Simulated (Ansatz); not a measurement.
`C[O][GeH]([OH])[OH]` → CH₃OH + `[OH][Ge][OH]`  (germylene formation by 1,1-elimination)

Gas-phase electronic energies from Ansatz, PBE0-D4/def2-TZVP geometries. CBS: MP2 limit from def2 TZ/QZ plus the TZ coupled-cluster correction, frozen cores. This one scheme is used for every species. Functionals use def2-TZVPP. For Ge outer-core shells are correlated without core-valence functions, which leaves a few kJ/mol of doubt a bond. Scalar relativity is left out up to krypton. One conformer a species, not always the lowest.

```json
{"level": "BLYP-D4", "ΔE (kJ/mol)": "47.6", "difference from CCSD(T)/CBS": "-40.4"}
{"level": "r2SCAN-D4", "ΔE (kJ/mol)": "94.7", "difference from CCSD(T)/CBS": "6.7"}
{"level": "r2SCANh-D4", "ΔE (kJ/mol)": "98.5", "difference from CCSD(T)/CBS": "10.5"}
{"level": "CAM-B3LYP-D4", "ΔE (kJ/mol)": "83.0", "difference from CCSD(T)/CBS": "-5.0"}
{"level": "ωB97X-V", "ΔE (kJ/mol)": "96.7", "difference from CCSD(T)/CBS": "8.7"}
{"level": "ωB97M-V", "ΔE (kJ/mol)": "78.6", "difference from CCSD(T)/CBS": "-9.4"}
{"level": "PBE-QIDH", "ΔE (kJ/mol)": "109.0", "difference from CCSD(T)/CBS": "21.0"}
{"level": "PBE0", "ΔE (kJ/mol)": "80.6", "difference from CCSD(T)/CBS": "-7.4"}
{"level": "r2SCAN0", "ΔE (kJ/mol)": "101.5", "difference from CCSD(T)/CBS": "13.5"}
{"level": "LC-ωPBE", "ΔE (kJ/mol)": "99.6", "difference from CCSD(T)/CBS": "11.6"}
{"level": "RPA@PBE/def2-TZVPP", "ΔE (kJ/mol)": "91.4", "difference from CCSD(T)/CBS": "3.4"}
{"level": "MP2/def2-SVP", "ΔE (kJ/mol)": "118.2", "difference from CCSD(T)/CBS": "30.2"}
{"level": "CCSD(T)/def2-SVP", "ΔE (kJ/mol)": "104.0", "difference from CCSD(T)/CBS": "16.0"}
{"level": "CCSD(T)/def2-TZVPP", "ΔE (kJ/mol)": "103.3", "difference from CCSD(T)/CBS": "15.3"}
{"level": "HF/CBS(def2)", "ΔE (kJ/mol)": "96.6", "difference from CCSD(T)/CBS": "8.6"}
{"level": "MP2/CBS(def2)", "ΔE (kJ/mol)": "95.3", "difference from CCSD(T)/CBS": "7.3"}
{"level": "CCSD(T)/CBS", "ΔE (kJ/mol)": "88.0", "difference from CCSD(T)/CBS": "0"}
```

Largest T1 diagnostic among the species: 0.015.

At CCSD(T), def2-SVP lies +16.0 kJ/mol from the extrapolated value and def2-TZVPP +15.3 kJ/mol. From r2SCAN to r2SCAN0 (25 % exact exchange), in def2-TZVPP and without D4, ΔE moves by +9.2 kJ/mol.
